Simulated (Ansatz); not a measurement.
(1) Predict a relaxed structure of ReO3Br (ReBrO3), charge 0, singlet, at PBE0-D4/def2-SVP (Ansatz).

Results:

(1) 
```
atom   x (Å)   y (Å)   z (Å)
 Re1   0.090  -0.090   0.043
  O2  -0.667  -1.210   1.060
  O3   0.763  -0.906  -1.276
  O4   1.321   0.693   0.899
 Br5  -1.507   1.513  -0.726
```
Point group C3v (tolerance 0.1 Å). The metal has 4 neighbours: O 1.69 Å, O 1.69 Å, O 1.69 Å, Br 2.39 Å. This is one stationary point.

In the def2 sets Re takes a core potential; there is no spin–orbit coupling.
